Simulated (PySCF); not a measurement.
C2H6BFN2.
Z-matrix (Å and degrees, PBE0-D3(BJ)/def2-SVP geometry), rows numbered from 1:
```
C 
N   1  1.4688
B   2  1.6367  1  115.97
F   3  1.3846  2  104.10  1  -178.51
C   3  1.5957  2  104.17  1    61.84
N   5  1.1601  3  175.61  2   -24.40
H   1  1.0983  2  111.32  3   179.92
H   1  1.0970  2  108.72  3    58.82
H   1  1.0975  2  108.59  3   -59.02
H   2  1.0226  1  111.07  3  -120.54
H   2  1.0238  1  110.77  3   122.04
H   3  1.2234  2  105.91  1   -56.82
```

The closed-shell ground state was solved at several levels (PySCF, density fitting, gas phase, non-relativistic).

```json
{"level": "PBE0/def2-SVP", "basis functions": "114", "total energy (Eh)": "-313.5027", "HOMO (eV)": "-8.38", "LUMO (eV)": "0.27", "gap (eV)": "8.65", "dipole (D)": "7.28"}
{"level": "PBE0/cc-pVDZ", "basis functions": "114", "total energy (Eh)": "-313.7530", "HOMO (eV)": "-8.31", "LUMO (eV)": "0.30", "gap (eV)": "8.61", "dipole (D)": "7.20"}
{"level": "PBE0/STO-3G", "basis functions": "36", "total energy (Eh)": "-309.6082", "HOMO (eV)": "-4.23", "LUMO (eV)": "5.21", "gap (eV)": "9.44", "dipole (D)": "7.25"}
{"level": "PBE0/6-31G", "basis functions": "66", "total energy (Eh)": "-313.6496", "HOMO (eV)": "-8.32", "LUMO (eV)": "0.58", "gap (eV)": "8.90", "dipole (D)": "7.48"}
{"level": "PBE0/6-31G*", "basis functions": "96", "total energy (Eh)": "-313.7263", "HOMO (eV)": "-8.22", "LUMO (eV)": "0.70", "gap (eV)": "8.92", "dipole (D)": "7.23"}
{"level": "PBE0/aug-cc-pVDZ", "basis functions": "192", "total energy (Eh)": "-313.7760", "HOMO (eV)": "-8.59", "LUMO (eV)": "-0.91", "gap (eV)": "7.68", "dipole (D)": "7.23"}
{"level": "PBE0/pcSseg-0", "basis functions": "66", "total energy (Eh)": "-313.0326", "HOMO (eV)": "-8.49", "LUMO (eV)": "0.37", "gap (eV)": "8.86", "dipole (D)": "7.59"}
{"level": "PBE0/def2-TZVP", "basis functions": "222", "total energy (Eh)": "-313.8618", "HOMO (eV)": "-8.58", "LUMO (eV)": "-0.25", "gap (eV)": "8.33", "dipole (D)": "7.26"}
{"level": "PBE0/6-311+G(2d,p)", "basis functions": "198", "total energy (Eh)": "-313.8355", "HOMO (eV)": "-8.63", "LUMO (eV)": "-0.79", "gap (eV)": "7.84", "dipole (D)": "7.29"}
{"level": "PBE0/cc-pVTZ", "basis functions": "264", "total energy (Eh)": "-313.8512", "HOMO (eV)": "-8.54", "LUMO (eV)": "-0.19", "gap (eV)": "8.35", "dipole (D)": "7.21"}
```

(1) Estimate the row for PBE0/IGLO-III, a basis of 270 functions; the other rows only guide the guess.

(2) Over all these levels, which gives the widest orbital gap and which the narrowest?

(3) How much does the basis alone move the frontier levels among the 11 PBE0 rows (the withheld one included)?

(4) How far do the dipole and the HOMO energy spread over the levels?

Answers

(1) Total energy -313.8702 Eh, HOMO -8.61 eV, LUMO -0.53 eV, gap 8.08 eV, dipole 7.25 D.

(2) PBE0/STO-3G has the widest, 9.44 eV, and PBE0/aug-cc-pVDZ the narrowest, 7.68 eV. From the narrowest to the widest the HOMO moves by +4.36 eV and the LUMO by +6.12 eV.

(3) The HOMO by 4.40 eV and the LUMO by 6.12 eV. By rising basis size (HOMO, LUMO in eV): STO-3G -4.23, 5.21; 6-31G -8.32, 0.58; pcSseg-0 -8.49, 0.37; 6-31G* -8.22, 0.70; def2-SVP -8.38, 0.27; cc-pVDZ -8.31, 0.30; aug-cc-pVDZ -8.59, -0.91; 6-311+G(2d,p) -8.63, -0.79; def2-TZVP -8.58, -0.25; cc-pVTZ -8.54, -0.19; IGLO-III -8.61, -0.53.

(4) The dipole runs from 7.20 to 7.59 D (mean 7.30 D) and the HOMO from -8.63 to -4.23 eV.

One conformer stands for the species.
